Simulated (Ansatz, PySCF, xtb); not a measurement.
Gas-phase reaction 2 R1 → P1, each structure at its B3LYP-D3(BJ)/def2-SVP stationary point, reached from a drawn start (curvature not checked).
R1: Cl3In (SMILES [Cl][In]([Cl])[Cl]), charge 0, multiplicity 1.
P1, Cl6In2 (SMILES [Cl][In-]1([Cl])[Cl+][In-]([Cl])([Cl])[Cl+]1) (charge 0, multiplicity 1, Z-matrix in Å and degrees):
```
Cl
In 1 2.5506
Cl 2 2.3340 1 108.97
Cl 2 2.3341 3 126.42 1 132.83
Cl 2 2.5513 3 108.90 1 -94.44
In 5 2.5507 2 92.07 3 109.50
Cl 6 2.3340 5 108.98 2 -109.42
Cl 6 2.3341 7 126.42 1 -132.72
```

P less R. No zero-point or thermal terms; no spin–orbit coupling.

The values were computed with Ansatz (Gaussian basis) for Hartree–Fock, density functionals and correlated methods; PySCF for the D3/D4 terms; xtb for the GFN methods. Each number belongs to the level named beside it. Elements past Kr take the def2 small-core potentials, without spin–orbit coupling.

**Question.** One of these levels gives -128.7 kJ/mol for the reaction energy. Which?
A) GFN1-xTB
B) BLYP-D3(BJ)/def2-TZVPP
C) r2SCAN-D4/def2-TZVPP

**Answer.** C, r2SCAN-D4/def2-TZVPP. The others give -160.4 (GFN1-xTB), -116.3 (BLYP-D3(BJ)/def2-TZVPP)

Ansatz is a first-principles code.
